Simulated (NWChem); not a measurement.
System: SiH3O2F; SMILES O[SiH](O)F

The following NWChem deck was run.

```
start job
memory heap 200 mb stack 900 mb global 1100 mb
geometry units angstroms noautoz
  Si     0.030335    -0.029841     0.355570
  O      0.490520    -1.498111    -0.202029
  O     -1.494660     0.281387    -0.183855
  F      0.984581     1.150083    -0.216177
  H      0.183007    -0.039932     1.820921
  H      0.249531    -1.720086    -1.106667
  H     -1.774898     1.199562    -0.235083
end
basis spherical
  * library def2-svpd
end
dft
  xc b3lyp
  iterations 150
end
tddft
  cis
  nroots 6
  notriplet
end
task tddft energy
```

Geometry: optimised at PBE0/def2-SVP.

Vertical excitations in the gas phase.

### Question
Predict the main results of this run. (B3LYP/def2-SVPD, TDA.) Quantities: lowest excitation, singlet (eV); oscillator strength of that lowest state; lowest state with f > 0.02, singlet (eV); oscillator strength of that bright state; orbital gap (eV).

### Answer
```json
{
  "lowest excitation, singlet (eV)": "8.17",
  "oscillator_strength_of_that_lowest_state": "0.048",
  "lowest state with f > 0.02, singlet (eV)": "8.17",
  "oscillator_strength_of_that_bright_state": "0.048",
  "orbital gap (eV)": "9.24"
}
```
